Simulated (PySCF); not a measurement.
A made-up structure of LiInHCl, closed shell:

```
atom    x (Å)    y (Å)    z (Å)
 Li1   0.1106   0.9807   0.3988
 In2  -1.4390  -0.2032  -1.3936
 Cl3  -0.0537  -1.5945  -0.5697
  H4   1.3050   0.8297   1.4375
```

It is relaxed with PBE-D4/def2-SVP and then PBE0-D4/def2-TZVP (PySCF 2.14 with density fitting (its default auxiliary sets; JK sets also for MP2 and CCSD(T))). Atoms count as bonded within 1.22 times the sum of their covalent radii (H–H: 0.88 Å). The end point is not checked to be a true minimum.

**Question.** Does its bonding change? (Judge from chemistry; the calculation decides.)

**Answer.** By the calculation: Yes. Formed: In2–H4; broken: none.

Where it ends: The first stage lowers the energy by 3.11 eV in 68 steps. It ends as LiInHCl ([H]1[Li]2[Cl][In]12):
```
4
angstrom
Li -0.6674 -0.7681 -0.7238
In 0.5474 1.0856 1.2322
Cl 1.1075 0.2772 -1.3076
H -0.9752 -0.2214 0.8743
```

Labels in which every atom is bracketed show which atoms are joined, not bond orders.

For scale, one of the runs: PBE0-D4/def2-TZVP relaxation, 107 basis functions, launched by `OMP_NUM_THREADS=2 python run.py`. Hardware: 2 CPU threads of an AMD EPYC 7B13, shared host. Wall time 22 s; peak host memory 1 GiB.
